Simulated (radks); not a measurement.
Values are calculated unless marked as measured or tabulated.
Q: All-electron atom: Zr2+ in [Kr] 4d2. Level of theory: scalar-relativistic Kohn-Sham, RPBE, spin-polarised, spherical densities, finite nucleus; open shells are filled with parallel spins first (spin-orbit coupling, left out, can overturn this in heavy ions); Fermi nuclear charge, rms radius 4.2694 fm (a radial shooting solver on a logarithmic mesh with Libxc functionals). Some entries of the table are withheld. Estimate them.

| orbital | occ. | eigenvalue (eV) | <r> (bohr) | <r^2> (bohr^2) |
|---|---|---|---|---|
| 1s down | 1 | -17840.52 | 0.03706 | 0.001852 |
| 1s up | 1 | -17840.50 | 0.03706 | 0.001852 |
| 2s up | 1 | -2484.499 | 0.1626 | 0.03116 |
| 2s down | 1 | -2484.331 | 0.1626 | 0.03116 |
| 2p up | 3 | -2216.760 | 0.1417 | 0.02455 |
| 2p down | 3 | -2216.639 | 0.1417 | 0.02455 |
| 3s up | 1 | -419.3511 | 0.4583 | 0.2408 |
| 3s down | 1 | -419.2711 | 0.4583 | 0.2408 |
| 3p up | 3 | -332.1336 | 0.4620 | 0.2487 |
| 3p down | 3 | -332.0438 | 0.4620 | 0.2487 |
| 3d up | 5 | -189.1392 | 0.4524 | 0.2476 |
| 3d down | 5 | -188.9898 | 0.4523 | 0.2475 |
| 4s up | 1 | -69.3764 | 1.216 | 1.677 |
| 4s down | 1 | -68.2524 | 1.209 | 1.657 |
| 4p up | 3 | -47.4214 | 1.368 | 2.141 |
| 4p down | 3 | -46.0868 | 1.359 | 2.117 |
| 4d up | 2 | -17.8768 | 1.996 | 4.737 |
| 4d down | 0 | -16.3592 | 2.013 | 4.832 |
| 5s up | 0 | -16.3476 | 3.197 | (1) |
| 5p up | 0 | -11.9849 | 3.837 | 16.50 |

A: 
(1) 5s up <r^2> (bohr^2): 11.48
